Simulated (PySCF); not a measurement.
Electron correlation in Kr³⁺ (krypton, charge +3)

[Ar] 3d10 4s2 4p3, high-spin 4S determinant. Calculation: PySCF 2.14, in jorge-DZP-DKH; scalar relativity by spin-free X2C-1e. Frozen: [Ar] 3d10; 5 electrons correlated.

MP2 pair energies summed by pair of shells (mhartree):

```tsv
pair	energy	share (%)
4s-4p	-20.59	68.3
4p-4p	-5.04	16.7
4s-4s	-4.50	14.9
```

Total MP2 correlation energy: -30.14 mhartree.

Same-spin part -6.36 and opposite-spin part -23.78 mhartree; SCS-MP2 scales them by 1/3 and 6/5 to -30.65 mhartree.

```
  level  correlation energy (mhartree)
   CCSD                         -35.71
    (T)                          -0.16
CCSD(T)                         -35.87
```

Diagnostics: T1 = 0.0014, D1 = 0.0032, largest double amplitude 0.024.

Cost of the coupled-cluster step: 0.32 s of wall time on 1 thread of Neoverse-V1 (shared host), for 5 correlated electrons.
